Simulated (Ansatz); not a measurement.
Nudged elastic band run: MgC18

Input:

```yaml
crystal:
  lattice:
    - [7.398, 0.0, 0.0]
    - [-3.699, 6.406856, 0.0]
    - [0.0, 0.0, 11.0]
  atoms:
    - { symbol: C, position: [-0.00141851, 0.00181546, 0.08131232] }
    - { symbol: C, position: [0.22116088, 0.11141889, 0.08122953] }
    - { symbol: C, position: [-0.00142023, 0.33514384, 0.08121836] }
    - { symbol: C, position: [0.22116988, 0.44475878, 0.08129709] }
    - { symbol: C, position: [-0.00141615, 0.6685094, 0.08117369] }
    - { symbol: C, position: [0.22116884, 0.77811316, 0.08121308] }
    - { symbol: C, position: [0.33189547, 0.00182291, 0.08115711] }
    - { symbol: C, position: [0.55449043, 0.11142601, 0.08117986] }
    - { symbol: C, position: [0.3319079, 0.33514507, 0.08122065] }
    - { symbol: C, position: [0.5544889, 0.44475935, 0.0811567] }
    - { symbol: C, position: [0.33192668, 0.6685035, 0.08121924] }
    - { symbol: C, position: [0.55450432, 0.77809544, 0.08122161] }
    - { symbol: C, position: [0.66525769, 0.00181202, 0.08120988] }
    - { symbol: C, position: [0.88783711, 0.11141486, 0.08122362] }
    - { symbol: C, position: [0.66524074, 0.33515174, 0.08115341] }
    - { symbol: C, position: [0.88783322, 0.44475868, 0.08118514] }
    - { symbol: C, position: [0.66525173, 0.66850147, 0.08124726] }
    - { symbol: C, position: [0.88783542, 0.77810323, 0.08120702] }
    - { symbol: Mg, position: [0.71068738, 0.25072757, 0.46090181] }
basis:
  ecutwfc: 420.0
kpoints:
  mp_grid: { grid: [2, 2, 1] }
hamiltonian:
  xc: pbe
scf:
  occupations: { method: gaussian, width: 0.05 }
  lower_state_search: "off"
neb:
  images: 5
  f_tol: 0.05
  initial_path: idpp
  max_iterations: 52
  optimiser: fire
  final_atoms:
    - { symbol: C, position: [-0.00141615, 0.00184273, 0.08117369] }
    - { symbol: C, position: [0.22116884, 0.11144649, 0.08121308] }
    - { symbol: C, position: [-0.00141851, 0.33514879, 0.08131232] }
    - { symbol: C, position: [0.22116088, 0.44475222, 0.08122953] }
    - { symbol: C, position: [-0.00142023, 0.66847717, 0.08121836] }
    - { symbol: C, position: [0.22116988, 0.77809211, 0.08129709] }
    - { symbol: C, position: [0.33192668, 0.00183683, 0.08121924] }
    - { symbol: C, position: [0.55450432, 0.11142877, 0.08122161] }
    - { symbol: C, position: [0.33189547, 0.33515624, 0.08115711] }
    - { symbol: C, position: [0.55449043, 0.44475934, 0.08117986] }
    - { symbol: C, position: [0.3319079, 0.6684784, 0.08122065] }
    - { symbol: C, position: [0.5544889, 0.77809268, 0.0811567] }
    - { symbol: C, position: [0.66525173, 0.0018348, 0.08124726] }
    - { symbol: C, position: [0.88783542, 0.11143656, 0.08120702] }
    - { symbol: C, position: [0.66525769, 0.33514535, 0.08120988] }
    - { symbol: C, position: [0.88783711, 0.44474819, 0.08122362] }
    - { symbol: C, position: [0.66524074, 0.66848507, 0.08115341] }
    - { symbol: C, position: [0.88783322, 0.77809201, 0.08118514] }
    - { symbol: Mg, position: [0.71068738, 0.5840609, 0.46090181] }
  order_check: true
```

Command:

```bash
$ ansatz run input.yaml --threads 1 --pin off --max-ram 3072MiB --backend cpu --events-out ev --progress --plain --runs-dir out
```

Output, in part (warnings, iteration lines):

```
NEB end point (image 0): max|allowed force component| = 1.094e-2 eV/Å (the criterion of neb.relax_end_points is 1.000e-2)
NEB end point (image 6): max|allowed force component| = 1.094e-2 eV/Å (the criterion of neb.relax_end_points is 1.000e-2)
NEB iter   1: max|band force component| = 3.833e-2 eV/Å  barrier→ = 0.0009 eV  barrier← = 0.0009 eV  CI = image 3  CI's point: of a kind that is not told: the force calls were inconclusive, a negative curvature could not be distinguished from the path's own, the only one lies far off the path, or fixed occupations may fill a level only in part  Δτ_max = 0.0000 Å  (345 SCF iters)
```

The run converged. The top lies less than 8 meV above the higher end, about what the thresholds resolve: that end is a shoulder or a very shallow well. By the program's own check the climbing image is of a kind that is not told: the force calls were inconclusive, a negative curvature could not be distinguished from the path's own, the only one lies far off the path, or fixed occupations may fill a level only in part (lowest curvatures found: -0.00 and 0.03 eV/Å²). Limits of this set-up: slab without dipole correction.

Final band:

| image | path coordinate (Å) | energy (eV) |
| --- | --- | --- |
| 0 | 0.00 | 0.000 |
| 1 | 0.41 | 0.000 |
| 2 | 0.82 | 0.001 |
| 3 | 1.22 | 0.001 |
| 4 | 1.62 | 0.001 |
| 5 | 2.03 | 0.000 |
| 6 | 2.44 | 0.000 |

The run took 5.4 min on 1 thread of Arm Neoverse V1 (shared host), peak memory 0.92 GiB.
